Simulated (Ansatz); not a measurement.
The same path of BFH₃In (6 atoms, charge 0, multiplicity 1) was run twice with different band settings. Made: B1–F3, B1–H6.

These are results of Ansatz, RHF/def2-SVP, not measurements.

Relaxed end points:

```xyz
6
Properties=species:S:1:pos:R:3
B -0.931 0.285 -0.836
In 0.713 -0.045 0.730
F 1.502 -1.845 0.632
H -2.076 0.023 -0.599
H -0.675 0.718 -1.924
H 1.466 0.864 1.997
```

```xyz
6
Properties=species:S:1:pos:R:3
B -0.398 0.113 -0.363
In 1.612 -0.351 1.526
F 0.403 -1.156 -0.177
H -1.560 -0.096 -0.099
H -0.143 0.601 -1.440
H 0.086 0.889 0.552
```

Common settings: movable images 9; climbing image yes; spring 5.0 eV/Å²; optimiser quadratic models (default); start path through a guess of the saddle point; iteration limit 60; end points relaxed.

| run | force threshold |
| --- | --- |
| 1 | 0.03 eV/Å |
| 2 | 0.5 eV/Å |

(1) What does each run give, and how far can it be trusted?

## Answers

(1) Run 1: converged after 29 iterations, highest image 1.041 eV above the first end. Beside the main top the profile has a ripple of under 15 meV (maxima at images 2, 6), which may be a very shallow well or noise. Neighbouring images differ by up to 2.1 eV, so the band resolves the path poorly. A vibrational analysis at the climbing image gives one clearly imaginary mode, 582i cm⁻¹: a first-order saddle point.
Run 2: converged after 15 iterations, highest image 1.015 eV above the first end. The threshold of 0.5 eV/Å is loose, so the images may lie well off the minimum-energy path. The profile has 2 maxima (images 2, 6) with wells between them (image 5): this band takes more than one step, which may be the mechanism or a detour left from its start path. Neighbouring images differ by up to 1.9 eV, so the band resolves the path poorly. The order of the stationary point at the top wasn't checked.
